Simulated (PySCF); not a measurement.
Geometry:
```
atom   x (Å)   y (Å)   z (Å)
  C1   3.527   0.870  -0.484
  C2   2.668   0.797   0.379
  P3   1.393   0.700   1.695
  O4   1.859  -0.332   2.685
  O5   1.015   2.116   2.040
  C6   0.017   0.011   0.714
  C7  -0.562  -1.178   0.932
  C8  -1.792  -1.377   0.088
  C9  -1.670  -0.255  -0.961
 C10  -0.745   0.795  -0.322
 H11   4.286   0.939  -1.240
 H12  -0.200  -1.880   1.688
 H13  -2.707  -1.261   0.704
 H14  -1.861  -2.381  -0.367
 H15  -2.645   0.152  -1.276
 H16  -1.184  -0.662  -1.863
 H17  -0.080   1.287  -1.051
 H18  -1.296   1.608   0.184
```

Total charge -1.

Geometry: PBE0-D3(BJ)/def2-SVP; GIAO shifts from PySCF 2.14.0 with density-fitted response routines, gas phase, non-relativistic, averaged over equivalent atoms.

At WP04/pcSseg-1 (217 basis functions, 39 s wall time on 1 thread of an Arm Neoverse V1, shared host):
| atoms | δ (ppm) |
| --- | --- |
| C6 | 164.7 |
| C7 | 135.2 |
| C2 | 93.2 |
| C1 | 67.0 |
| C10 | 38.7 |
| C8 | 38.7 |
| C9 | 30.6 |
| P3 | -28.5 |
| O5 | 165.9 |
| O4 | 152.2 |
| H12 | 5.68 |
| H18 | 2.41 |
| H17 | 2.30 |
| H13 | 2.04 |
| H14 | 1.87 |
| H15 | 1.36 |
| H16 | 1.29 |
| H11 | 1.15 |

Scale: TMS for 13C (172.44 ppm), 1H (31.56 ppm); 31P (299.29 ppm) vs H3PO4; 17O (317.54 ppm) vs H2O (reference shieldings calculated alike).

Q: Predict the values at PBE0/pcSseg-1 on the same geometry.

A: 
| atoms | δ at PBE0/pcSseg-1 | change |
| --- | --- | --- |
| C6 | 165.6 | +0.9 |
| C7 | 136.2 | +1.0 |
| C2 | 100.2 | +7.0 |
| C1 | 74.2 | +7.2 |
| C10 | 36.7 | -2.0 |
| C8 | 36.7 | -2.0 |
| C9 | 28.0 | -2.6 |
| P3 | -33.5 | -5.0 |
| O5 | 184.2 | +18.3 |
| O4 | 169.8 | +17.6 |
| H12 | 5.94 | +0.26 |
| H18 | 2.47 | +0.06 |
| H17 | 2.40 | +0.10 |
| H13 | 2.13 | +0.09 |
| H14 | 2.00 | +0.13 |
| H15 | 1.49 | +0.13 |
| H16 | 1.37 | +0.08 |
| H11 | 1.42 | +0.27 |

Referencing at the same level of theory: TMS for 13C (σ = 184.41 ppm), 1H (σ = 31.27 ppm); 31P (σ = 310.13 ppm) vs H3PO4; H2O for 17O (σ = 334.56 ppm).

The largest change is at O5 (oxygen bonded to P). Cost: 217 basis functions, 51 s wall time on 1 thread of an Arm Neoverse V1, shared host. The order of the carbon signals is the same at both levels.

Experimental scales use liquid or dissolved standards, which lie at an offset from isolated H2O (liquid H2O: subtract about 36 ppm) and H3PO4.
